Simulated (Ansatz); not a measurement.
Sb2, charge +1, doublet, geometry from GFN2-xTB (a state made from the parent by changing its charge; the spin is typed, not shown lowest) (all electrons, no relativity); B3LYP/3-21G (Ansatz, a program for electronic structure).

Input for Ansatz:
Ansatz 0.2 input:
```yaml
crystal:
  periodic: [false, false, false]
  atoms:
    - {symbol: Sb, position_ang: [-0.00000000, -0.00000000, -1.34486088]}
    - {symbol: Sb, position_ang: [0.00000000, 0.00000000, 1.34486088]}
basis:
  gaussian:
    orbitals: 3-21G.json
    occupation: {up: {"Ag": 13, "Au": 2, "B1g": 2, "B1u": 12, "B2g": 5, "B2u": 6, "B3g": 5, "B3u": 6}, down: {"Ag": 13, "Au": 2, "B1g": 2, "B1u": 12, "B2g": 5, "B2u": 6, "B3g": 5, "B3u": 5}}
hamiltonian:
  xc: b3lyp
total_charge: 1
magnetization: {spin_polarized: true, initial_magnetization: 1}
```
The basis file holds 3-21G in the JSON format of the Basis Set Exchange.

### Question
Write the output that Ansatz gives for this input, abridged.

### Answer

```
Functional definition: B3LYP
811 factors; integrals over basis functions are off by at most 7.1e-4 eV
mean field evaluation 1: about -342242.8494 eV, gradient 6.9e0 eV
mean field evaluation 2: about -342243.0492 eV, gradient 1.8e-1 eV
mean field evaluation 4: about -342243.0500 eV, gradient 1.2e-2 eV
mean field evaluation 8: about -342243.0500 eV, gradient 6.5e-7 eV
mean field -342243.04999677 eV, -12577.2001067101 hartree, gradient 6.5e-7 eV, S^2 0.750142; 0 other end points of the search recorded, 0 dependent functions left out
reference -342243.05017637 eV, -12577.2001133104 hartree; 51, 50 occupied and 15, 16 virtual orbitals, 811 factors
Total energy: -342243.05017637 eV, -12577.2001133104 hartree
```
